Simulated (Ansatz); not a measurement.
Two spin states of TeF, each at its own minimum; 2S+1 = 2, 4 were tried, and our sources give no spin for the ground state. No spin–orbit coupling.

```
level               energy of the multiplicity-4 state above the multiplicity-2 state (eV)
------------------  ----------------------------------------------------------------------
PBE/def2-TZVPP                                                                       1.164
PBE0/def2-TZVPP                                                                      1.268
wB97X-V/def2-TZVPP                                                                   1.569
CCSD/def2-TZVPP                                                                      1.333
CCSD(T)/def2-TZVPP                                                                   1.333
```

The rows run from 1.164 (PBE/def2-TZVPP) to 1.569 eV (wB97X-V/def2-TZVPP). The 3 functionals in def2-TZVPP without D3 or D4 span 0.405, from PBE to wB97X-V.

Each state is the lowest solution found for its spin in def2 and cc sets.

Correlated levels freeze the inner cores; with def2 sets outer-core shells near the valence are correlated too.

Programs: Ansatz (Gaussian orbitals). Values without a source in brackets are computed. In def2 rows elements past Kr take small-core potentials, without spin–orbit coupling.

Ansatz is a program for electronic structure.
